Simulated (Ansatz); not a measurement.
Start from `N[SiH](F)[Si](N)(Cl)Cl` and change one atom or group to get `N[Si@H](Cl)[Si@@H](N)F`.

Ansatz, PBE0-D4/def2-TZVP geometries, multiplicity 1. Each molecule was computed in one conformer, which needn't be the lowest.

| property | `N[SiH](F)[Si](N)(Cl)Cl` |
| --- | --- |
| size of the dipole moment (PBE/def2-TZVPP) / D | 0.88 |
| HOMO–LUMO gap (B3LYP/def2-TZVPP) / eV | 7.21 |
| LUMO energy (B3LYP/def2-TZVPP) / eV | -0.49 |
| HOMO energy (PBE/def2-TZVPP) / eV | -6.56 |
| size of the dipole moment (ωB97M-V/def2-TZVPP) / D | 0.90 |
| HOMO–LUMO gap (ωB97M-V/def2-TZVPP) / eV | 11.55 |

Task: What does the change do to each property? (Estimate.)

Result: Ansatz gave: 
```csv
property,`N[Si@H](Cl)[Si@@H](N)F`,shift
size of the dipole moment (PBE/def2-TZVPP) / D,2.87,1.99
HOMO–LUMO gap (B3LYP/def2-TZVPP) / eV,7.20,-0.01
LUMO energy (B3LYP/def2-TZVPP) / eV,-0.37,0.12
HOMO energy (PBE/def2-TZVPP) / eV,-6.46,0.10
size of the dipole moment (ωB97M-V/def2-TZVPP) / D,2.85,1.95
HOMO–LUMO gap (ωB97M-V/def2-TZVPP) / eV,11.38,-0.17
```

Dipoles are sizes alone; their direction can turn.

B3LYP here is the variant with VWN-RPA as its local correlation; programs differ in this.
